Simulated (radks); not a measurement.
Values are calculated unless marked as measured or tabulated.
Task: Dy33+, configuration [Ar] 3d10 4s2 4p3. Level of theory: scalar-relativistic Kohn-Sham, PBEsol, spin-polarised, spherical densities, finite nucleus; open shells are filled with parallel spins first (spin-orbit coupling, left out, can overturn this in heavy ions); Fermi nuclear charge, rms radius 5.2218 fm (a radial shooting solver on a logarithmic mesh with Libxc functionals). Some entries of the table are withheld. Estimate them.

orbital  occ.  eigenvalue (eV)  r(max) (bohr)  <1/r> (bohr^-1)
1s up       1        -54944.63        0.01338            74.53
1s down     1        -54942.18        0.01338            74.53
2s up       1        -10232.82        0.07602            17.34
2s down     1        -10231.41        0.07602            17.34
2p up       3        -9231.555        0.06164            16.11
2p down     3        -9229.426        0.06165            16.11
3s up       1        -3232.382         0.2140            6.466
3s down     1        -3230.058         0.2141            6.468
3p up       3        -2924.290         0.2099            6.073
3p down     3        -2921.666         0.2099            6.076
3d up       5        -2536.680            (1)            5.768
3d down     5        -2534.219            (2)            5.770
4s up       1        -1486.843         0.4632            3.086
4s down     1        -1474.045         0.4624            3.090
4p up       3        -1371.730         0.4743            2.920
4p down     0        -1359.004         0.4736            2.920

Result: 
(1) 3d up r(max) (bohr): 0.1707
(2) 3d down r(max) (bohr): 0.1707
